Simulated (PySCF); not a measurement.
Excitation energy of Rh by level of theory

Rh [Kr] 4d8 5s1 (4F) → Rh [Kr] 4d9 (2D), as a difference of total energies. Computed with PySCF 2.14 in x2c-TZVPPall with one added diffuse shell each of s, p, d, f type (9s7p7d3f1g, 95 functions), with the spin-free X2C one-electron Hamiltonian (Gaussian nucleus). Correlated levels: valence: [Kr] frozen. The calculations carry no spin-orbit coupling.

| method | excitation energy (eV) |
| --- | --- |
| UHF | 1.627 |
| MP2 (valence) | 0.259 |
| SCS-MP2 (valence) | 0.193 |
| CCSD (valence) | 0.649 |
| CCSD(T) (valence) | 0.494 |

Task: How much does correlation contribute at CCSD(T) (valence)?

Result: 0.494 − (1.627) = -1.133 eV, measured against UHF.

Errors of the correlated levels include the incompleteness of this basis and the frozen core.

The coupled-cluster amplitudes are large for the upper state (T1 above 0.03 or a double amplitude above 0.15), so a single reference is strained.

For comparison: 0.342 eV (measured; NIST levels, between the centres of gravity of the two terms).
